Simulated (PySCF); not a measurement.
# Correlation energy of Cu⁻ (copper, charge -1)

[Ar] 3d10 4s2, closed-shell 1S. Computed with PySCF 2.14 in def2-TZVPPD (6s6p4d2f1g, 67 functions), with the non-relativistic Hamiltonian (point nucleus). Frozen: [Ar]; 12 electrons correlated.

```json
{"level": "CCSD", "correlation energy (mhartree)": "-457.70"}
{"level": "(T)", "correlation energy (mhartree)": "-22.69"}
{"level": "CCSD(T)", "correlation energy (mhartree)": "-480.39"}
```

Diagnostics: T1 = 0.033, D1 = 0.0837, largest double amplitude 0.089.

T1 exceeds 0.03, a sign that the reference determinant is poor.

Cost of the coupled-cluster step: roughly 4 core-seconds, for 12 correlated electrons.
